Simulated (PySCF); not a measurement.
H$_{3}$Si (SMILES [SiH3]), doublet, geometry from GFN2-xTB. Base run: DF-PBE/pcseg-1 in PySCF.

Input for PySCF:
```python
from pyscf import gto, scf, dft

mol = gto.M(
    atom='''
Si    0.00172380    0.00046639    0.05606838
H    -0.01025152    1.41163100   -0.27334508
H     1.21691602   -0.70748096   -0.29344641
H    -1.23079768   -0.71067955   -0.21816587
''',
    basis='pcseg-1',
    spin=1,
    verbose=4,
)

mf = dft.UKS(mol)
mf.xc = 'pbe'
mf = mf.density_fit(auxbasis='def2-universal-jkfit')
mf.kernel()
```

Each row names what was changed in the base input (with any setting that the change needs).

```
change               basis functions      E (Eh)  HOMO (eV)  dipole (D)
-------------------  ---------------  ----------  ---------  ----------
base                              33  -291.05321      -4.98        0.21
basis = LANL2DZ                   14    -5.60044      -5.08        0.20
basis = 3-21G                     19  -289.51363      -4.95        0.21
basis = def2-SV(P)                24  -290.96410      -4.92        0.19
basis = def2-SVPD                  ?           ?          ?        0.16
basis = 6-311++G**                51  -291.07229      -5.00        0.16
basis = aug-pcseg-1                ?           ?      -5.00        0.19
basis = def2-TZVP                 55  -291.07339      -4.98        0.15
basis = def2-TZVPD                 ?           ?      -4.98           ?
basis = cc-pVTZ                   76  -291.07562      -4.98        0.16
basis = cc-pV(T+d)Z                ?           ?          ?        0.16
basis = def2-QZVPP               160  -291.08512      -4.99        0.16
basis = def2-QZVP                160  -291.08512      -4.99        0.16
```

Task: Fill in the missing entries.

Result: 
- basis = def2-SVPD, basis functions: 48
- basis = def2-SVPD, E (Eh): -290.97123
- basis = def2-SVPD, HOMO (eV): -4.93
- basis = aug-pcseg-1, basis functions: 54
- basis = aug-pcseg-1, E (Eh): -291.05400
- basis = def2-TZVPD, basis functions: 70
- basis = def2-TZVPD, E (Eh): -291.07359
- basis = def2-TZVPD, dipole (D): 0.17
- basis = cc-pV(T+d)Z, basis functions: 81
- basis = cc-pV(T+d)Z, E (Eh): -291.07763
- basis = cc-pV(T+d)Z, HOMO (eV): -4.97

Totals compare only among sets that treat the same electrons; sets with core potentials leave the core out.

Open shells are given as the SCF converged; they aren't shown to be the lowest states, and a large step between rows can be another state.
